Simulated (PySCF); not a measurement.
Xenon: a sound run and one with changed settings

Sound run: Xe [Xe], Xe⁺ [Kr] 4d10 5s2 5p5. Calculation: PySCF 2.14, in def2-TZVP with the def2 core potential (28 electrons) (6s5p3d2f, 50 functions); scalar relativity through the core potential. In the sound run the correlated levels freeze 4s2 4p6 4d10 outside the core potential. The sound run starts from symmetry-adapted Hartree-Fock orbitals and uses a fine grid where one is needed.

A second run was set up differently.

```json
{"species": "Xe", "method": "UHF", "sound run (hartree)": "-328.29839", "changed run (hartree)": "-328.29839", "converged": "yes"}
{"species": "Xe", "method": "B3LYP", "sound run (hartree)": "-329.46649", "changed run (hartree)": "-329.46649", "converged": "yes"}
{"species": "Xe", "method": "M06-2X", "sound run (hartree)": "-329.29424", "changed run (hartree)": "-329.29424", "converged": "yes"}
{"species": "Xe", "method": "MP2", "sound run (hartree)": "-328.44335", "changed run (hartree)": "-328.43222", "converged": "yes"}
{"species": "Xe", "method": "CCSD(T)", "sound run (hartree)": "-328.46336", "changed run (hartree)": "-328.46336", "converged": "yes"}
{"species": "Xe⁺", "method": "UHF", "sound run (hartree)": "-327.87704", "changed run (hartree)": "-327.87704", "converged": "yes"}
{"species": "Xe⁺", "method": "B3LYP", "sound run (hartree)": "-329.00960", "changed run (hartree)": "-329.00960", "converged": "yes"}
{"species": "Xe⁺", "method": "M06-2X", "sound run (hartree)": "-328.84337", "changed run (hartree)": "-328.84337", "converged": "yes"}
{"species": "Xe⁺", "method": "MP2", "sound run (hartree)": "-327.99284", "changed run (hartree)": "-327.98442", "converged": "yes"}
{"species": "Xe⁺", "method": "CCSD(T)", "sound run (hartree)": "-328.01505", "changed run (hartree)": "-328.01505", "converged": "yes"}
```

Ionisation energy of Xe:

```csv
method,sound run (eV),changed run (eV)
UHF,11.466,11.466
B3LYP,12.432,12.432
M06-2X,12.269,12.269
MP2,12.259,12.185
SCS-MP2,12.187,12.120
CCSD,12.163,12.163
CCSD(T),12.199,12.199
```

**Question.** What was changed?
A. level shift left on
B. a valence shell is frozen
C. angular grid far too coarse
D. radial grid too coarse

**Answer.** A. It used initial guess atom, at most 50 SCF cycles, level shift 0.1 hartree. A level shift leaves the converged SCF energy unchanged but raises the virtual orbital energies, which shrinks MP2 if it is not removed.
